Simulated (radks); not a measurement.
The numbers below are computed, except where a source is named.
Valence configurations of In (all share [Kr]). Code: a radial shooting solver on a logarithmic mesh with Libxc functionals. Model: Dirac Kohn-Sham, LDA (Slater exchange, Perdew-Wang correlation), spin-unpolarised, spherical densities, finite nucleus; open shells fill j = l - 1/2 first; Fermi nuclear charge, rms radius 4.6156 fm. Energies are relative to 4d10 5s2 5p1; eigenvalues in eV.

| valence | E (eV) | e(4d3/2) | e(4d5/2) | e(5p1/2) | e(5p3/2) | e(5s1/2) |
|---|---|---|---|---|---|---|
| 4d10 5s2 5p1 | 0.000 | -19.064 | -18.198 | -2.829 | - | -8.361 |
| 4d10 5s1 5p2 | 5.660 | -20.527 | -19.657 | -3.484 | - | -9.268 |
| 4d9.5 5s2 5p1.5 | 8.208 | -21.774 | -20.883 | -3.420 | - | -9.356 |
| 4d10 5p3 | 11.949 | -22.061 | -21.185 | -4.158 | -3.764 | - |
| 4d9.5 5s1 5p2.5 | 14.461 | -23.243 | -22.346 | -4.075 | -3.666 | -10.252 |
| 4d9 5s2 5p2 | 17.463 | -24.461 | -23.543 | -3.980 | - | -10.294 |

NIST lists [Kr] 4d10 5s2 5p1 as the ground configuration; this level of theory agrees among the configurations tried. The energies are those of spherical spin-averaged densities, not of single terms.
